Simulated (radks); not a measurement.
Fractional charge and spin in the 4s shell of bromine: the spin-up occupation runs from 0 to 1 and the spin-down occupation from 0 to 1; the fullest corner is Br+, [Ar] 3d10 4p(up 2, down 2) 4s(up 1, down 1). Method: non-relativistic Kohn-Sham, SCAN, spin-polarised, spherical densities, point nucleus; meta-GGA in the generalised Kohn-Sham scheme; computed with a radial shooting solver on a logarithmic mesh with Libxc functionals. Energy (eV) minus the two flat planes that join the four corners (they meet along the diagonal where the two added fractions sum to one electron); zero is where a piecewise linear energy would lie.

\begin{tabular}{lrrrrr}
down \ up & 0 & 0.25 & 0.5 & 0.75 & 1 \\ \hline
0 & 0.000 & -1.089 & -1.464 & -1.106 & 0.000 \\
0.25 & -1.089 & -1.293 & -0.799 & 0.417 & -1.005 \\
0.5 & -1.464 & -0.799 & 0.558 & -0.750 & -1.344 \\
0.75 & -1.106 & 0.417 & -0.750 & -1.223 & -1.012 \\
1 & 0.000 & -1.005 & -1.344 & -1.012 & 0.000 \\
\end{tabular}

Corners above the fullest one (they belong to Br2+ and the next ion): (up 1, down 0) 35.840 eV, (up 0, down 1) 35.840 eV, (up 0, down 0) 85.090 eV. With half an added electron in each spin the energy lies 0.558 eV from the planes, and with half an added electron in spin up alone -1.464 eV. The planes are only a guide here: the flat-plane condition holds for ground states with one frontier orbital, while this shell lies below other occupied shells, so the corners above the fullest one are inner-hole states and not the ground states of those ions.
